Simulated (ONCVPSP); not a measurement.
Which change was made? (Mo, ONCV)

| Quantity | Value |
| --- | --- |
| Element | molybdenum (Mo) |
| Generator | ONCVPSP 4.0.1 |
| Type | optimised norm-conserving Vanderbilt (ONCV) |
| Functional | BLYP |
| Relativity | scalar-relativistic |
| Frozen core | [Ar] 3d10 |
| Valence charge | 14 |
| Reference configuration | 4s2 4p6 4d5 5s1 |
| Partial waves | 4s+5s: rc 1.85 bohr, ncon 4, nbas 9, qcut 6.7 1/bohr, 2 projectors; 4p: rc 1.15 bohr, ncon 3, nbas 6, qcut 7.4 1/bohr, 2 projectors, debl 3.6 Ha; 4d: rc 1.85 bohr, ncon 4, nbas 8, qcut 7.3 1/bohr, 2 projectors, debl 2.7 Ha; f scattering state at 0.2 Ha: rc 1.45 bohr, ncon 4, nbas 7, qcut 7.1 1/bohr, 3 projectors, debl 2.1 Ha |
| Local potential | polynomial inside 1.10 bohr (lpopt 5, dvloc0 0 Ha) |
| Core correction | none |

Cutoffs, loose and tight: the cutoffs (Ha) at which the residual kinetic energy of the hardest occupied pseudo-wave falls to 1 and 0.1 mHa per electron. They do not see the model core or the augmentation charge, which bear on the density cutoff. Test errors are all-electron minus pseudo excitation energies from the reference, over the configurations 4s2 4p6 4d5 5s0; 4s2 4p6 4d4 5s0; 4s2 4p6 4d3 5s0; 4s2 4p6 4d4 5s1; variants that change the core or the reference have their own tests.

The base gives: outcome: generated; cutoff, loose: 29 Ha; cutoff, tight: 82 Ha; bound ghosts: f; GHOST(+) flags above zero: s; largest test error (meV): +3.8.

Q: After one change the result is: outcome: generated; cutoff, loose: 29 Ha; cutoff, tight: 82 Ha; bound ghosts: f; GHOST(+) flags above zero: s; largest test error (meV): -1.8. Which change was it?
A. functional PBE
B. p: qcut 6.5
C. f: qcut 9.8
D. s: qcut 4.3; p: qcut 4.8; d: qcut 4.7; f: qcut 4.6

A: A. The others give: s: qcut 4.3; p: qcut 4.8; d: qcut 4.7; f: qcut 4.6 → outcome: generated; cutoff, loose: 77 Ha; cutoff, tight: 125 Ha; bound ghosts: f; GHOST(+) flags above zero: s, f; largest test error (meV): +22 | p: qcut 6.5 → outcome: generated; cutoff, loose: 65 Ha; cutoff, tight: 108 Ha; bound ghosts: f; GHOST(+) flags above zero: s; largest test error (meV): +3.9 | f: qcut 9.8 → outcome: generated; cutoff, loose: 29 Ha; cutoff, tight: 82 Ha; bound ghosts: none; GHOST(+) flags above zero: s; largest test error (meV): +3.8.
